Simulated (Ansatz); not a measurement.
Ansatz (a first-principles code) input file for HO₃, SMILES [O]OO, multiplicity 2, PBE-D3(BJ)/def2-TZVP. 

Ansatz 0.2 input:
```yaml
crystal:
  periodic: [false, false, false]
  atoms:
    - {symbol: O, position_ang: [-0.28315277, -1.15057051, 0.00000000]}
    - {symbol: O, position_ang: [0.50157978, 0.20922443, 0.00000000]}
    - {symbol: H, position_ang: [0.48870279, -1.74544025, 0.00000000]}
    - {symbol: O, position_ang: [-0.27951486, 1.15952611, 0.00000000]}
basis:
  gaussian:
    orbitals: def2-TZVP
hamiltonian:
  xc: pbe
  dispersion: d3bj
magnetization: {spin_polarized: true, initial_magnetization: 1}
relax: {f_tol: 0.002, max_steps: 200}
```

Log of the run:

```
WARN ansatz: RAYON_NUM_THREADS=1 ignored (pool sized by the plan → 1); use --threads N
Functional definition: PBE
integrals: 0.02 GiB planned
497 factors; their error is unknown
mean field: 0.24 GiB planned
mean field evaluation 1: about -6143.7065 eV, gradient 4.0e1 eV
mean field evaluation 2: about -6091.2157 eV, gradient 1.1e2 eV
mean field evaluation 4: about -6147.2563 eV, gradient 2.1e1 eV
mean field evaluation 8: about -6148.6937 eV, gradient 2.7e-1 eV
mean field evaluation 16: about -6148.6852 eV, gradient 2.7e-4 eV
mean field -6148.68520890 eV, -225.9600136987 hartree, gradient 1.5e-5 eV, S^2 0.753242; 0 other end points of the search recorded, 0 dependent functions left out
the calculation of the forces begins
reference -6148.68523061 eV, -225.9600144964 hartree; 13, 12 occupied and 86, 87 virtual orbitals, 497 factors
relax step   1: F+E_penalty+E_count = -6148.71374671 eV  Δ(F+E_penalty+E_count) = +0.000e0 eV  max|allowed force component| = 4.784e-1 eV/Å  Δτ_max = 0.0000 Å  (35 SCF iters, accepted)
these checks for a lower state are left out or cut short: starts, cluster_reference, orbital_swaps, neighbouring_geometries, increment
integrals: 0.02 GiB planned
497 factors; their error is unknown
mean field: 0.24 GiB planned
mean field -6148.69383786 eV, -225.9603308071 hartree, gradient 1.9e-5 eV, S^2 0.753472; 0 other end points of the search recorded, 0 dependent functions left out
the calculation of the forces begins
reference -6148.69385961 eV, -225.9603316061 hartree; 13, 12 occupied and 86, 87 virtual orbitals, 497 factors
relax step   2: F+E_penalty+E_count = -6148.72238344 eV  Δ(F+E_penalty+E_count) = -8.637e-3 eV  max|allowed force component| = 3.227e-1 eV/Å  Δτ_max = 0.0124 Å  (39 SCF iters, accepted)
these checks for a lower state are left out or cut short: starts, cluster_reference, orbital_swaps, neighbouring_geometries, increment
integrals: 0.02 GiB planned
497 factors; their error is unknown
mean field: 0.24 GiB planned
mean field evaluation 32: about -6148.7009 eV, gradient 1.1e-4 eV
mean field -6148.70087274 eV, -225.9605893340 hartree, gradient 2.3e-5 eV, S^2 0.754149; 0 other end points of the search recorded, 0 dependent functions left out
the calculation of the forces begins
reference -6148.70089447 eV, -225.9605901327 hartree; 13, 12 occupied and 86, 87 virtual orbitals, 497 factors
relax step   3: F+E_penalty+E_count = -6148.72960456 eV  Δ(F+E_penalty+E_count) = -7.221e-3 eV  max|allowed force component| = 1.529e-1 eV/Å  Δτ_max = 0.0175 Å  (38 SCF iters, accepted)
these checks for a lower state are left out or cut short: starts, cluster_reference, orbital_swaps, neighbouring_geometries, increment
integrals: 0.02 GiB planned
497 factors; their error is unknown
mean field: 0.24 GiB planned
mean field -6148.70157198 eV, -225.9606150307 hartree, gradient 2.1e-5 eV, S^2 0.754463; 0 other end points of the search recorded, 0 dependent functions left out
the calculation of the forces begins
reference -6148.70159369 eV, -225.9606158284 hartree; 13, 12 occupied and 86, 87 virtual orbitals, 497 factors
relax step   4: F+E_penalty+E_count = -6148.73041634 eV  Δ(F+E_penalty+E_count) = -8.118e-4 eV  max|allowed force component| = 3.069e-2 eV/Å  Δτ_max = 0.0066 Å  (39 SCF iters, accepted)
these checks for a lower state are left out or cut short: starts, cluster_reference, orbital_swaps, neighbouring_geometries, increment
integrals: 0.02 GiB planned
497 factors; their error is unknown
mean field: 0.24 GiB planned
mean field -6148.70158742 eV, -225.9606155981 hartree, gradient 2.0e-5 eV, S^2 0.754489; 0 other end points of the search recorded, 0 dependent functions left out
the calculation of the forces begins
reference -6148.70160912 eV, -225.9606163955 hartree; 13, 12 occupied and 86, 87 virtual orbitals, 497 factors
relax step   5: F+E_penalty+E_count = -6148.73044349 eV  Δ(F+E_penalty+E_count) = -2.715e-5 eV  max|allowed force component| = 5.332e-3 eV/Å  Δτ_max = 0.0009 Å  (39 SCF iters, accepted)
these checks for a lower state are left out or cut short: starts, cluster_reference, orbital_swaps, neighbouring_geometries, increment
integrals: 0.02 GiB planned
497 factors; their error is unknown
mean field: 0.24 GiB planned
mean field -6148.70157029 eV, -225.9606149686 hartree, gradient 2.0e-5 eV, S^2 0.754482; 0 other end points of the search recorded, 0 dependent functions left out
the calculation of the forces begins
reference -6148.70159199 eV, -225.9606157660 hartree; 13, 12 occupied and 86, 87 virtual orbitals, 497 factors
relax step   6: F+E_penalty+E_count = -6148.73042473 eV  Δ(F+E_penalty+E_count) = +1.875e-5 eV  max|allowed force component| = 3.991e-2 eV/Å  Δτ_max = 0.0008 Å  (39 SCF iters, rejected (line search))
these checks for a lower state are left out or cut short: starts, cluster_reference, orbital_swaps, neighbouring_geometries, increment
integrals: 0.02 GiB planned
497 factors; their error is unknown
mean field: 0.24 GiB planned
mean field evaluation 64: about -6148.7016 eV, gradient 7.6e-5 eV
mean field -6148.70158967 eV, -225.9606156807 hartree, gradient 2.0e-5 eV, S^2 0.754485; 0 other end points of the search recorded, 0 dependent functions left out
the calculation of the forces begins
reference -6148.70161137 eV, -225.9606164781 hartree; 13, 12 occupied and 86, 87 virtual orbitals, 497 factors
relax step   7: F+E_penalty+E_count = -6148.73044505 eV  Δ(F+E_penalty+E_count) = -1.567e-6 eV  max|allowed force component| = 8.806e-4 eV/Å  Δτ_max = 0.0004 Å  (39 SCF iters, accepted)
integrals: 0.02 GiB planned
497 factors; their error is unknown
mean field: 0.24 GiB planned
mean field -6148.70158967 eV, -225.9606156807 hartree, gradient 2.0e-5 eV, S^2 0.754485; 1 other end points of the search recorded, 0 dependent functions left out
the calculation of the forces begins
reference -6148.70161137 eV, -225.9606164781 hartree; 13, 12 occupied and 86, 87 virtual orbitals, 497 factors
Total energy: -6148.73046675 eV, -225.9616768940 hartree
Atom 0 at    -0.295978    -1.182667    -0.000000 Å, force     0.000052    -0.000148    -0.000000 eV/Å
Atom 1 at     0.501855     0.233766    -0.000000 Å, force    -0.000881     0.000004    -0.000000 eV/Å
Atom 2 at     0.496598    -1.762182     0.000000 Å, force     0.000110     0.000497     0.000000 eV/Å
Atom 3 at    -0.274861     1.183823     0.000000 Å, force     0.000719    -0.000354     0.000000 eV/Å
Dipole moment:     0.345691    -0.198658    -0.000000 e Å
```

Self-consistency was reached.

Cost: very roughly 6 core-seconds.
